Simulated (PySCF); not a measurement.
**[LuH4]− at several levels of theory**

Computed with PySCF 2.14.0 (density fitting, no spin-orbit coupling) at the geometry relaxed with PBE0:

```xyz
5
[LuH4]− (singlet)
Lu    0.0000    0.0000    0.0000
H     1.1600    1.1600    1.1600
H    -1.1600   -1.1600    1.1600
H     1.1600   -1.1600   -1.1600
H    -1.1600    1.1600   -1.1600
```

```
    level                                 basis    state  HOMO (eV)  gap (eV)  charge on Lu1 (e)  population of f-type functions on Lu1 (core shells left out)  dipole about the centre of mass (D)  largest force component (eV/Å)
     PBE0    Lu def2-SVP with ECP28, H def2-SVP  singlet      -2.14      5.96               0.43                                                         14.01                                 0.00                            0.00
CAM-B3LYP                              the same  singlet      -3.54      8.02               0.46                                                         14.01                                 0.00                            0.01
     PBE0  Lu def2-TZVP with ECP28, H def2-TZVP  singlet      -2.23      5.96               0.56                                                         14.01                                 0.00                            0.01
```

Charges are Mulliken's, which hang on the basis. The relaxation used the grid (50, 194), these runs (75, 302) or, all-electron (x2c bases, spin-free X2C Hamiltonian), (99, 590).

What does B3LYP with Lu def2-SVP with ECP28, H def2-SVP give here?

state singlet, HOMO (eV) -1.95, gap (eV) 5.57, charge on Lu1 (e) 0.46, population of f-type functions on Lu1 (core shells left out) 14.01, dipole about the centre of mass (D) 0.00, largest force component (eV/Å) 0.00. Time: 22 s on 2 threads of Intel(R) Xeon(R) Processor @ 2.50GHz (Skylake/Cascade Lake), with other jobs on the host, from an already converged density.

In the first row's basis the gap widens with exact exchange: 5.6 to 6.0 eV for B3LYP, PBE0 (a fixed share); 8.0 eV for CAM-B3LYP (rising or full at long range).
